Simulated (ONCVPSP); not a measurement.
**Building the ONCV potential for Nb (PBE, scalar-relativistic).**

| Property | Result |
| --- | --- |
| Element | niobium (Nb) |
| Generator | ONCVPSP 4.0.1 |
| Type | optimised norm-conserving Vanderbilt (ONCV) |
| Functional | PBE |
| Relativity | scalar-relativistic |
| Frozen core | [Kr] |
| Valence charge | 5 |
| Reference configuration | 4d4 5p1 |
| Partial waves | s scattering state at 0.23 Ha: rc 3.15 bohr, ncon 4, nbas 8, qcut 1.8 1/bohr, 1 projector; 5p: rc 4.00 bohr, ncon 5, nbas 10, qcut 2.2 1/bohr, 1 projector; 4d: rc 2.35 bohr, ncon 3, nbas 7, qcut 8.1 1/bohr, 2 projectors, debl 1 Ha |
| Local potential | polynomial inside 2.00 bohr (lpopt 5, dvloc0 2 Ha) |
| Core correction | none |

In the s channel the program set the typed energies aside and used 0.050 Ha.

Results:

| Property | Result |
| --- | --- |
| Cutoffs needed | 15 Ha and 19 Ha (the cutoffs (Ha) at which the residual kinetic energy of the hardest occupied pseudo-wave falls to 1 and 0.1 mHa per electron) |
| Ghost test | no bound ghost flagged but for a GHOST(-) flag that falls on a real empty level of the atom; GHOST(+) flagged for s at 4.9 eV |
| Configuration tests | 2 of 4 tests not solved or not reliable |

Generation and tests took about 4.2 s on one core of a shared server CPU.
